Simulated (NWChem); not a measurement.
# C₃H₆OS; SMILES CSCC=O

```xyz
11

C     -1.3220    -1.1843     0.1865
S      0.4386    -1.1994    -0.2158
C      0.9519     0.3545     0.5812
C      0.3879     1.4679    -0.2552
O     -0.6076     2.0817     0.0287
H     -1.4842    -1.3320     1.2644
H     -1.7738    -2.0226    -0.3619
H     -1.8009    -0.2471    -0.1335
H      2.0523     0.3521     0.5640
H      0.5869     0.4101     1.6179
H      0.9242     1.6377    -1.2241
```
Atoms are numbered in this order, from 1.

All runs: NWChem. Coordinates come from a PBE0/def2-SVP optimisation. Level: PBE0/def2-SVP with SMD (1 M gas to 1 M solution), gas-phase geometry.

For solvent water:

solvation free energy (kcal/mol): -3.3
cavity-dispersion-structure term (kcal/mol): 3.8
dipole in solution (D): 1.97

What are these values for solvent toluene?


* **solvation free energy (kcal/mol)**: -4.8
* **cavity-dispersion-structure term (kcal/mol)**: -2.1
* **dipole in solution (D)**: 1.54
